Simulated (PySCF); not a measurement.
## Dy³⁺ (dysprosium, charge +3) across methods

[Xe] 4f9, one real determinant. Computed with PySCF 2.14 in cc-pVDZ-X2C (8s7p5d3f1g, 84 functions), with scalar relativity by spin-free X2C-1e.

```csv
method,E (hartree),mean ε 5p β (eV),mean ε 4f α (eV),mean ε 4f β (eV),Σ⟨r²⟩ (bohr²),⟨S²⟩
LDA,-12146.51,-52.912,-36.394,-32.479,34.15,8.752
r2SCAN,-12155.33,-53.275,-36.467,-32.633,34.06,8.754
UHF,-12151.01081,-59.028,-48.926,-42.891,34.09,8.755
PBE,-12155.07,-52.617,-36.114,-32.512,34.17,8.752
```

(1) Estimate the same row for PBE0.

⟨L²⟩ = 24.01 against 30 for a pure H term, so this real determinant mixes terms. Spin-orbit coupling, absent here, splits the open shell strongly.

Results:

(1) E (hartree) = -12154.97; mean ε 5p β (eV) = -54.577; mean ε 4f α (eV) = -39.558; mean ε 4f β (eV) = -35.414; Σ⟨r²⟩ (bohr²) = 34.09; ⟨S²⟩ = 8.753.
